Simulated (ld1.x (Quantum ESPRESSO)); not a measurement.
## Before and after: TM potential for B (Z = 5)

ld1.x (Quantum ESPRESSO) 7.5 input, shortened:

```
&input
   title='B', zed=5., rel=1, dft='PBE', iswitch=3,
   config='[He] 2s1 2p0'
 /
 &inputp
   pseudotype=2, tm=.true., lloc=0,
   nlcc=.true.
 /
2
2P  2  1   0.00   0.00  3.10  3.10  0.0
2S  1  0   1.00   0.00  1.00  1.00  0.0
 &test
   configts(1)='2s1 2p0'
 /
```

Change: wave 2p (bound): rc 3.10 bohr becomes 2p (bound): rc 3.80 bohr.

Cutoffs: the cutoffs (Ry, on a coarse ladder) from which the occupation-weighted sum of valence levels, in a spherical-Bessel basis at the reference potential, stays within 10 and 1 mRy of its value at 400 Ry; they do not see the model core or the augmentation charge, which bear on the density cutoff. Errors are all-electron minus pseudo energies relative to the spin-unpolarised reference configuration.

Q: Predict the effect on cutoff, ghosts and configuration errors.

A: The potential gets neither clearly harder nor softer (50 Ry and 110 Ry → 50 Ry and 110 Ry); of the 7 tests that both files solve, the error grows in 6 and shrinks in 0 by more than 15 % and 0.3 meV (median size 341.8 → 636.2 meV); neither file shows a bound ghost. More of the atom is replaced by a form fitted at one configuration, so other configurations suffer.

```tsv
quantity	base	changed
cutoff, loose	50 Ry	50 Ry
cutoff, tight	110 Ry	110 Ry
bound ghosts	none	none
error for 2s2 2p1, meV [ΔE -33.64 eV]	+342	+636
error for 2s2 2p0, meV [ΔE -25.42 eV]	+31	+31
error for 2s2 2p0.5, meV [ΔE -30.75 eV]	+202	+346
error for 2s1 2p1, meV [ΔE -19.28 eV]	+298	+528
error for 2s1 2p2, meV [ΔE -27.79 eV]	+603	+1181
error for 2s0 2p3, meV [ΔE -21.92 eV]	+854	+1705
error for 2s2 2p1.3, meV [ΔE -34.38 eV]	+391	+754
```
